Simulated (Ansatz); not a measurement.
Cl2Mg (SMILES [Cl][Mg][Cl]), singlet, at a GFN2-xTB geometry (such geometries of metal compounds can be far from the true shape), atoms displaced at random by about 0.05 Å a coordinate. Base run: HF/6-31G in Ansatz (a program for electronic structure).

Here is a job for Ansatz.
Ansatz 0.2 input:
```yaml
crystal:
  periodic: [false, false, false]
  atoms:
    - {symbol: Mg, position_ang: [0.19300065, 0.24077696, 0.30778465]}
    - {symbol: Cl, position_ang: [1.45571859, 0.26286086, -1.47196851]}
    - {symbol: Cl, position_ang: [-1.49501372, -0.49905159, 1.31105891]}
basis:
  gaussian:
    orbitals: 6-31G
hamiltonian:
  xc: hf
relax: {}
```

Each row names what was changed in the base input (with any setting that the change needs).

```csv
change,ΔE vs base (µEh),optimiser steps
base,0.0,4
relax = f_tol: 0.05,0.0,4
relax = max_displacement: 0.5,-1.5,4
relax = max_displacement: 0.02,-1.6,25
relax = f_tol: 0.002,-1.6,5
relax = f_tol: 0.1,41.0,4
relax = f_tol: 0.0005,-1.6,6
```
